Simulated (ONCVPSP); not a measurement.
**Fe: variants of one ONCV potential**

Base potential:

- Element: Fe
- Generator: ONCVPSP 4.0.1
- Type: optimised norm-conserving Vanderbilt (ONCV)
- Functional: LDA (Perdew-Wang 92)
- Relativity: scalar-relativistic
- Frozen core: [Ar]
- Valence charge: 8
- Reference configuration: 3d6 4s2
- Partial waves: 4s: rc 2.15 bohr, ncon 4, nbas 9, qcut 3.7 1/bohr, 2 projectors, debl 3.1 Ha; p scattering state at 0.1 Ha: rc 2.05 bohr, ncon 4, nbas 8, qcut 3.3 1/bohr, 1 projector; 3d: rc 1.20 bohr, ncon 5, nbas 10, qcut 13.1 1/bohr, 3 projectors, debl 1.1 Ha
- Local potential: polynomial inside 1.05 bohr (lpopt 5, dvloc0 1 Ha)
- Core correction: Teter function fitted to the true core (icmod 2), fcfact 0.6

Cutoffs, loose and tight: the cutoffs (Ha) at which the residual kinetic energy of the hardest occupied pseudo-wave falls to 1 and 0.1 mHa per electron. They do not see the model core or the augmentation charge, which bear on the density cutoff. Test errors are all-electron minus pseudo excitation energies from the reference, over the configurations 3d6 4s1; 3d6 4s0; 3d5 4s0; 3d7 4s0. A dash means not determined; rows that change the core or the reference have their own tests.

A true bound ghost makes a file unfit for plane-wave use even where its test errors are small: the radial tests pick states by their node count and pass the ghost by.

```csv
change,outcome,"cutoff, loose","cutoff, tight",bound ghosts,GHOST(+) flags above zero,largest test error (meV)
base,generated,69 Ha,78 Ha,"s, p",p,-227
p: qcut 3.8,generated,69 Ha,78 Ha,"s, p",p,-227
"core correction Teter function, fcfact 1.75, rcfact 1.45",generated,69 Ha,78 Ha,"s, p",p,-213
d: nproj 0; local potential the d channel,generated,69 Ha,78 Ha,"s, p",none,-245
```

**Question.** What comes out with this change to the base: d: qcut 9.5?

**Answer.** outcome: generated; cutoff, loose: 204 Ha; cutoff, tight: 262 Ha; bound ghosts: s, p; GHOST(+) flags above zero: p, d; largest test error (meV): -214.

**Question.** What comes out with this change to the base: core [Ne], valence charge 16; reference 3s2 3p6 3d6; waves now 3s: rc 1.30 bohr, ncon 3, nbas 7, qcut 11.3 1/bohr, 2 projectors, debl 0.6 Ha; 3p: rc 0.85 bohr, ncon 4, nbas 9, qcut 11.6 1/bohr, 2 projectors, debl 1.8 Ha; 3d: rc 1.35 bohr, ncon 4, nbas 9, qcut 11.1 1/bohr, 2 projectors, debl 2 Ha; local potential polynomial inside 0.65 bohr (lpopt 4, dvloc0 3 Ha)?

**Answer.** outcome: generated, projector energies reset by the program; cutoff, loose: 51 Ha; cutoff, tight: 76 Ha; bound ghosts: none; GHOST(+) flags above zero: none; largest test error (meV): +56.
